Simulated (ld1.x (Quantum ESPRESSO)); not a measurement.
# How hard is this Mg RRKJ potential?

magnesium, norm-conserving RRKJ (Kleinman–Bylander form), made with ld1.x (Quantum ESPRESSO) 7.5 (BP86, non-relativistic). Core [Ne], reference 3s1 3p0 (charge +1). Waves: 3p (bound, empty): rc 2.75 bohr; 3d channel at -0.15 Ry: rc 2.90 bohr; 3s (bound): rc 2.00 bohr. Local part: the s channel. Core correction: a·sin(br)/r model core, default radius (core density twice the valence density).

The pseudo-atom Hamiltonian at the reference potential is diagonalised in spherical Bessel functions j_l(qr) that vanish at 20 bohr, with q² up to the cutoff. All-electron valence levels (Ry): 3p -0.5273, 3s -0.8445.

**Question.** How do the lowest levels (Ry) of each channel move with the cutoff, and are there ghosts?

**Answer.**

| cutoff (Ry) | p #1 | d #1 | s #1 | f #1 | f #2 | Σ f·Δε (mRy) |
| --- | --- | --- | --- | --- | --- | --- |
| 8 | -0.5256 | -0.2108 | -0.8424 | -0.0625 | 0.0418 | 2.1 |
| 10 | -0.5263 | -0.2111 | -0.8431 | -0.0625 | 0.0418 | 1.4 |
| 12 | -0.5269 | -0.2113 | -0.8431 | -0.0625 | 0.0418 | 1.4 |
| 15 | -0.5272 | -0.2113 | -0.8433 | -0.0625 | 0.0417 | 1.2 |
| 18 | -0.5273 | -0.2113 | -0.8439 | -0.0625 | 0.0417 | 0.6 |
| 21 | -0.5273 | -0.2113 | -0.8442 | -0.0625 | 0.0417 | 0.3 |
| 25 | -0.5273 | -0.2113 | -0.8444 | -0.0625 | 0.0417 | 0.1 |
| 400 | -0.5273 | -0.2113 | -0.8445 | -0.0625 | 0.0417 | 0.0 |

Result: no extra level below or beside the all-electron valence levels (p, d, s, f tested); 10 mRy is reached at 6 Ry and 1 mRy at 18 Ry.
